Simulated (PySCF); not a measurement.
O₂S₂, SMILES O=S(=O)=S.

The structure is a stationary point at B3LYP-D3(BJ)/def2-SVP.

The numbers are results of TDA-PBE/def2-SVPD in PySCF 2.14.0, not measurements.

Vertical excitations. Isolated molecule, no solvent. State labels are in the subgroup C2v.

### Question
List the lowest excited states. (An estimate is asked for; the answer gives what the named calculation found.)

### Answer

| state | symmetry | energy (eV) | λ (nm) | f | main pairs |
|---|---|---|---|---|---|
| S1 | A2 | 2.93 | 423 | 0.000 | HOMO→LUMO 100 % |
| S2 | B2 | 3.82 | 324 | 0.001 | HOMO→LUMO+1 99 % |
| S3 | B1 | 4.69 | 264 | 0.002 | HOMO−1→LUMO+1 99 % |
| S4 | A2 | 5.00 | 248 | 0.000 | HOMO−2→LUMO 100 % |
| S5 | A1 | 5.07 | 244 | 0.073 | HOMO−1→LUMO 73 %, HOMO−4→LUMO+1 19 % |
| S6 | B1 | 5.40 | 230 | 0.001 | HOMO−4→LUMO 99 % |
| S7 | B2 | 5.78 | 214 | 0.000 | HOMO−2→LUMO+1 85 %, HOMO−3→LUMO 14 % |
| S8 | A2 | 6.00 | 207 | 0.000 | HOMO−3→LUMO+1 100 % |
| S9 | A1 | 6.64 | 187 | 0.104 | HOMO−4→LUMO+1 68 %, HOMO→LUMO+3 19 % |
| S10 | B2 | 6.64 | 187 | 0.056 | HOMO→LUMO+2 47 %, HOMO−3→LUMO 39 % |
| T1 | A2 | 2.56 | 485 | 0 | HOMO→LUMO 100 % |
| T2 | A1 | 3.16 | 393 | 0 | HOMO−1→LUMO 100 % |
| T3 | B2 | 3.25 | 382 | 0 | HOMO→LUMO+1 100 % |
| T4 | B1 | 4.13 | 300 | 0 | HOMO−1→LUMO+1 97 % |
Triplets are in the Tamm–Dancoff approximation.
